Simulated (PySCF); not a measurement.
Computed shifts of a molecule C4H12O4Si, PBE/pcSseg-1 (PySCF), GIAO, gas phase, equivalent atoms averaged, in ppm (number of nuclei): ¹³C: 56.2 (4). ²⁹Si: -84.1 (1). ¹H: 3.97 (12). References: ¹³C against TMS (σ = 182.0 ppm); ¹⁷O against H2O (σ = 334.3 ppm); ²⁹Si against TMS (σ = 335.4 ppm); ¹H against TMS (σ = 31.49 ppm), references at their B3LYP-D3(BJ)/def2-TZVP geometries, non-relativistic. Geometry optimised at PBE0-D3(BJ)/def2-SVP. Other conformers were not sampled.

Q: Which molecule gave these data?
A. CO[Si](O)(O)OC(C)C
B. CCO[Si](O)(OC)OC
C. CO[Si](OC)(OC)OC
D. CCO[Si](O)(O)OCC

A: C, CO[Si](OC)(OC)OC
